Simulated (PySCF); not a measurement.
Question: What does the PBE0-D3(BJ)/def2-SVP structure of Nb(NEt)F3 (`CC[N]=[Nb]([F])([F])[F]`) look like in three dimensions? (Singlet state.)

Answer: 
```xyz
12
C2H5F3NNb angstrom
Nb     0.1171    0.0070   -2.1656
N      0.4550   -0.0024   -0.4701
C      0.6556   -0.0158    0.9392
C     -0.6603   -0.0137    1.7012
H      1.2530   -0.9065    1.2054
H      1.2645    0.8623    1.2207
H     -0.4785   -0.0272    2.7861
H     -1.2472    0.8848    1.4588
H     -1.2617   -0.8967    1.4386
F      1.7709   -0.0136   -3.0423
F     -0.8591    1.5682   -2.5055
F     -0.8938   -1.5291   -2.5156
```

Orientation and origin are arbitrary. Atoms count from 1 in this order. Nb1 (niobium bonded to 3 F and N) is tetrahedral (angles from 106.5° to 112.6°). All 3 F–Nb bonds measure 1.872 Å.

Bonds between heavy atoms (Å): Nb1–N2 1.729, Nb1–F10 1.872, Nb1–F11 1.872, Nb1–F12 1.872, N2–C3 1.424, C3–C4 1.521.

Theory: PBE0-D3(BJ)/def2-SVP geometry optimisation, gas phase, def2 core potentials past Kr in PySCF 2.14.0.

Point group: Cs (every atom within 0.08 Å of its image). No PBE0-D3(BJ)/def2-SVP frequencies stand behind this structure, so it isn't proved a minimum.

The run took 2.7 min on an Arm Neoverse V2 with one thread, shared host with 32 logical CPUs at a one-minute load of 9.6, and the process peaked at 0.60 GiB of memory. These figures are those of the optimisation.
